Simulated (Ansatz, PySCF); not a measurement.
C4H3ClF2, SMILES CC(Cl)=C=C(F)F. Atoms are numbered in the order given.

```xyz
10

C     -2.1306    -0.9784     0.2790
C     -1.0068    -0.0295    -0.0102
Cl    -1.5561     1.5652    -0.5462
C      0.2746    -0.2744     0.0966
C      1.5528    -0.5165     0.2025
F      2.3184    -1.0004    -0.7609
F      2.2763    -0.3246     1.2925
H     -2.7479    -1.1163    -0.6229
H     -2.7825    -0.5615     1.0631
H     -1.7416    -1.9516     0.6073
```

Coordinates come from a B3LYP-D3(BJ)/def2-SVP optimisation. The structure was generated by enumeration, and PubChem lists no compound with its InChIKey, so it may never have been made.

Two levels are set side by side: PBE-D3(BJ)/def2-SVP (Ansatz, an electronic-structure program) and B3LYP-D3(BJ)/def2-SVP (Ansatz). Each level has its own optimised geometry; the coordinates shown are those of the second. Frequencies come from the Hessian of PySCF at each geometry. Differences are taken from unrounded values.

```tsv
quantity	B3LYP-D3(BJ)
mean bond length (Å)	1.314
bond C1–C2 (Å)	1.499
bond C2–Cl3 (Å)	1.770
bond C2–C4 (Å)	1.309
bond C4–C5 (Å)	1.305
bond C5–F6 (Å)	1.322
bond C5–F7 (Å)	1.322
bond C1–H8 (Å)	1.102
bond C1–H9 (Å)	1.102
bond C1–H10 (Å)	1.098
highest harmonic wavenumber (cm⁻¹)	3152
mean harmonic wavenumber (cm⁻¹)	1106
zero-point energy (kcal/mol)	37.94
```

Q: What does PBE-D3(BJ) give, and how far is it from B3LYP-D3(BJ)? (Estimate from the structure and the level; the computed values follow.)

A: 
```json
[
 {"quantity": "mean bond length (Å)", "PBE-D3(BJ)": "1.321", "PBE-D3(BJ) minus B3LYP-D3(BJ)": "0.007"},
 {"quantity": "bond C1–C2 (Å)", "PBE-D3(BJ)": "1.499", "PBE-D3(BJ) minus B3LYP-D3(BJ)": "0.000"},
 {"quantity": "bond C2–Cl3 (Å)", "PBE-D3(BJ)": "1.773", "PBE-D3(BJ) minus B3LYP-D3(BJ)": "0.003"},
 {"quantity": "bond C2–C4 (Å)", "PBE-D3(BJ)": "1.318", "PBE-D3(BJ) minus B3LYP-D3(BJ)": "0.009"},
 {"quantity": "bond C4–C5 (Å)", "PBE-D3(BJ)": "1.315", "PBE-D3(BJ) minus B3LYP-D3(BJ)": "0.009"},
 {"quantity": "bond C5–F6 (Å)", "PBE-D3(BJ)": "1.331", "PBE-D3(BJ) minus B3LYP-D3(BJ)": "0.008"},
 {"quantity": "bond C5–F7 (Å)", "PBE-D3(BJ)": "1.331", "PBE-D3(BJ) minus B3LYP-D3(BJ)": "0.008"},
 {"quantity": "bond C1–H8 (Å)", "PBE-D3(BJ)": "1.109", "PBE-D3(BJ) minus B3LYP-D3(BJ)": "0.008"},
 {"quantity": "bond C1–H9 (Å)", "PBE-D3(BJ)": "1.109", "PBE-D3(BJ) minus B3LYP-D3(BJ)": "0.008"},
 {"quantity": "bond C1–H10 (Å)", "PBE-D3(BJ)": "1.106", "PBE-D3(BJ) minus B3LYP-D3(BJ)": "0.007"},
 {"quantity": "highest harmonic wavenumber (cm⁻¹)", "PBE-D3(BJ)": "3098", "PBE-D3(BJ) minus B3LYP-D3(BJ)": "-54"},
 {"quantity": "mean harmonic wavenumber (cm⁻¹)", "PBE-D3(BJ)": "1074", "PBE-D3(BJ) minus B3LYP-D3(BJ)": "-32"},
 {"quantity": "zero-point energy (kcal/mol)", "PBE-D3(BJ)": "36.84", "PBE-D3(BJ) minus B3LYP-D3(BJ)": "-1.11"}
]
```

GGA bonds tend to be longer and softer than those of functionals with exact exchange. Differences between two approximate levels are no errors against the true value.
